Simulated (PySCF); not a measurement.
CH7NPSi (charge +1).
SMILES with atom numbers: `[CH2:1]=[N:2][SiH2:3][PH3+:4]` (hydrogens: H5, H6 on C1; H7, H8 on Si3; H9, H10, H11 on P4)

The calculation used PySCF 2.14.0, PBE0-D3(BJ)/def2-SVP geometry optimisation, gas phase.

(1) List the bond lengths, angles and torsions at this level.

Results:

(1) 
```tsv
bond	length (Å)	order
C1=N2	1.264	double
N2–Si3	1.697	single
Si3–P4	2.343	single
C1–H5	1.106	single
C1–H6	1.104	single
Si3–H7, Si3–H8	1.484	single
P4–H9, P4–H10, P4–H11	1.413	single
```

Bonds in one row agree within 0.01 Å and their mean is given. Orders are formal, as drawn. A selection of angles:
```tsv
angle	degrees
N2–C1–H5	124.3
N2–C1–H6	119.9
H5–C1–H6	115.9
C1–N2–Si3	141.2
N2–Si3–P4	96.7
N2–Si3–H7	117.1
P4–Si3–H7	102.0
H7–Si3–H8	116.0
Si3–P4–H9	118.8
Si3–P4–H10	111.4
H9–P4–H10	104.9
H10–P4–H11	104.4
```

Torsions: C1–N2–Si3–P4 179° (antiperiplanar).

P4 (phosphorus bonded to Si and 3 H) is distorted tetrahedral (angles from 104.4° to 118.8°). The 4 heavy atoms lie in one plane (0.005 Å rms). C1 (C=N carbon) is planar (angles 124.3°, 119.9° and 115.9°, sum 360.0°, 0.00 Å off the plane of its three neighbours). Si3 (SiH2 silicon) has angles from 96.7° to 117.7°.

Stationary, but not proved a minimum.

One conformer stands for the species.
